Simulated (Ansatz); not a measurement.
CH8AlNSi can be A, `N[SiH2][CH2][AlH2]`, or B, `CN[SiH2][AlH2]`.

Program: Ansatz. Geometries: PBE0-D4/def2-TZVP. ΔE: electronic, gas phase. CCSD(T)/CBS is the MP2 limit (def2-TZVPP, def2-QZVPP) plus CCSD(T) − MP2 in def2-TZVPP, frozen cores. DFT in def2-TZVPP. B3LYP here is the variant with VWN-RPA as its local correlation; programs differ in this. One conformer a species, not always the lowest.

A:

```xyz
12

N    -1.623   -1.667   -0.170
Si   -0.107   -0.875   -0.376
C    -0.153    0.846    0.322
Al    1.585    1.714    0.453
H    -2.462   -1.234   -0.521
H    -1.672   -2.669   -0.272
H     0.356   -0.767   -1.796
H     0.893   -1.728    0.328
H    -0.805    1.452   -0.318
H    -0.600    0.786    1.322
H     2.137    2.595   -0.747
H     2.451    1.547    1.773
```

B:

Z-matrix (Å, degrees):
```
C
N 1 1.447
H 1 1.093 2 110.7
H 1 1.094 2 109.5 3 -117.5
H 1 1.100 2 114.1 3 122.0
Si 2 1.733 1 120.9 3 164.0
H 2 1.008 1 113.1 3 -51.1
Al 6 2.477 2 116.8 1 56.8
H 6 1.494 2 106.2 1 178.9
H 6 1.496 2 107.9 1 -66.2
H 8 1.595 6 121.5 2 6.4
H 8 1.594 6 121.2 2 -174.6
```

Which is lower in electronic energy at CCSD(T)/CBS, and by how much? (Estimate.)

Computed: A, by 111.8 kJ/mol.

Give E(B) − E(A) in kJ/mol with B2PLYP, B3LYP-D4, r2SCAN-D4, B3LYP, CCSD(T)/def2-TZVPP, PBE0-D4, PBE-D4. (Estimate.)

Ansatz gave: B2PLYP 109.6, B3LYP-D4 102.8, r2SCAN-D4 110.2, B3LYP 102.0, CCSD(T)/def2-TZVPP 108.9, PBE0-D4 99.4, PBE-D4 94.0. None reverses the order clearly.

Largest T1 diagnostic: 0.011.

From PBE to PBE0 (25 % exact exchange), in def2-TZVPP and without D4, E(B) − E(A) moves by +5.6 kJ/mol. In def2-TZVPP, CCSD(T) changes the Hartree–Fock value by +4.6 kJ/mol (the triples alone add +0.6 kJ/mol) and MP2 by +17.9 kJ/mol.
